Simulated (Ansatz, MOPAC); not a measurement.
Spectroscopic constants of TeCl, multiplicity 2 (lowest of 2S+1 = 2, 4 at CCSD(T)/def2-TZVPP on PBE0 minima; our sources give no spin for the ground state, which may be another). No spin–orbit coupling.

Constants: fifth-degree fit in 1/R to seven points, most abundant isotopes. Runs in def2 and cc sets follow the lowest solution found near the PBE0 minimum.

Correlated levels freeze the inner cores; with def2 sets outer-core shells near the valence are correlated too. CBS: X⁻³ extrapolation of the correlation energy, Hartree–Fock from the larger set. The state that PM6 reach isn't checked.

Codes used: Ansatz (a quantum-chemistry and plane-wave program) with Gaussian orbitals; MOPAC for PM6 (differences of heats of formation). Values without a source in brackets are computed. In def2 rows elements past Kr take small-core potentials, without spin–orbit coupling.

Question: What bond length and harmonic frequency does PM6 give?

Answer: r_e = 2.411 Å, ω_e = 385 cm⁻¹.

Question: What bond length and harmonic frequency does CCSD(T)/def2-TZVPP give?

Answer: r_e = 2.325 Å, ω_e = 386 cm⁻¹.

Question: What bond length and harmonic frequency does CCSD(T)/CBS(def2-TZVPP, def2-QZVPP) give?

Answer: r_e = 2.309 Å, ω_e = 395 cm⁻¹.
